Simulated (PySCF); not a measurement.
Os(64+): ionisation energy

Os(64+) [Ne] 3s2 (1S) → Os(65+) [Ne] 3s1 (2S), as a difference of total energies. Computed with PySCF 2.14 in an uncontracted even-tempered set (17 s from 19 bohr⁻², ratio 2.5; 12 p from 25 bohr⁻², ratio 2.5; 4 d from 89 bohr⁻², ratio 2.7; 4 f from 130 bohr⁻², ratio 2.7), with scalar relativity by spin-free X2C-1e. Correlated levels: outer shells: 1s2 frozen; virtual orbitals above 40 to 60 times the deepest correlated orbital energy dropped. The calculations carry no spin-orbit coupling.

| method | ionisation energy (eV) |
| --- | --- |
| UHF | 7472.8 |
| MP2 (outer shells) | 7476.1 |
| SCS-MP2 (outer shells) | 7476.5 |
| CCSD (outer shells) | 7476.5 |
| CCSD(T) (outer shells) | 7476.5 |

Task: How much does correlation contribute at CCSD(T) (outer shells)?

Result: 7476.5 − (7472.8) = 3.7 eV, measured against UHF.

Breit and QED terms and the two-electron picture change are absent.

For comparison: 7468 ± 24 eV (theoretical estimate listed by NIST; NIST Atomic Spectra Database, ionization energies).
